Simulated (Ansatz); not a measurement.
`[CH3][AlH][SnH3]` + `BS` → `[CH3][AlH][BH]S` + `[SnH4]`  (formal exchange of groups at the Al–Sn bond)

Calculated with Ansatz (gas phase, PBE0-D4/def2-TZVP geometries, no zero-point term in ΔE). CCSD(T)/CBS is the MP2 limit (def2-TZVPP, def2-QZVPP) plus CCSD(T) − MP2 in def2-TZVPP, frozen cores. This one scheme is used for every species. DFT in def2-TZVPP. B3LYP here is the variant with VWN-RPA as its local correlation; programs differ in this. HSE06 is defined as in plane-wave codes. Elements past krypton have def2 core potentials. For Sn outer-core shells are correlated without core-valence functions, which leaves a few kJ/mol of doubt a bond. One conformer a species, not always the lowest.

```
             level  ΔE (kJ/mol)  difference from CCSD(T)/CBS
       LDA (SPW92)         64.1                         -8.4
         revPBE-D4         62.9                         -9.6
           BLYP-D4         66.3                         -6.2
         r2SCAN-D4         67.0                         -5.5
            B97M-V         56.3                        -16.2
           PBE0-D4         67.2                         -5.3
          B3LYP-D4         68.1                         -4.4
        r2SCANh-D4         68.0                         -4.5
        r2SCAN0-D4         69.3                         -3.2
          HSE06-D4         67.4                         -5.1
          BHLYP-D4         70.8                         -1.7
      CAM-B3LYP-D4         66.2                         -6.3
           ωB97M-V         67.0                         -5.5
            B2PLYP         70.1                         -2.4
          PBE-QIDH         69.9                         -2.6
               PBE         65.9                         -6.6
            revPBE         65.6                         -6.9
              BLYP         68.1                         -4.4
            r2SCAN         67.2                         -5.3
              PBE0         67.7                         -4.8
             B3LYP         69.2                         -3.3
           r2SCANh         68.2                         -4.3
           r2SCAN0         69.6                         -2.9
             HSE06         67.8                         -4.7
             BHLYP         70.5                         -2.0
         CAM-B3LYP         66.6                         -5.9
RPA@PBE/def2-TZVPP         63.9                         -8.6
       HF/def2-SVP         69.9                         -2.6
      MP2/def2-SVP         66.4                         -6.1
     CCSD/def2-SVP         64.7                         -7.8
  CCSD(T)/def2-SVP         63.6                         -8.9
    MP2/def2-TZVPP         73.1                          0.6
SCS-MP2/def2-TZVPP         70.8                         -1.7
   CCSD/def2-TZVPP         67.7                         -4.8
CCSD(T)/def2-TZVPP         66.6                         -5.9
     HF/def2-QZVPP         70.8                         -1.7
    MP2/def2-QZVPP         76.4                          3.9
SCS-MP2/def2-QZVPP         73.7                          1.2
      HF/CBS(def2)         70.8                         -1.7
     MP2/CBS(def2)         79.1                          6.6
       CCSD(T)/CBS         72.5                            0
```

Largest T1 diagnostic among the species: 0.015.

Leaving LDA and LC-ωPBE aside and taking each functional with its dispersion term where it has one, the values spread over 14.5 kJ/mol, from B97M-V to BHLYP-D4. At CCSD(T), def2-SVP lies −9.0 kJ/mol from the extrapolated value and def2-TZVPP −6.0 kJ/mol.
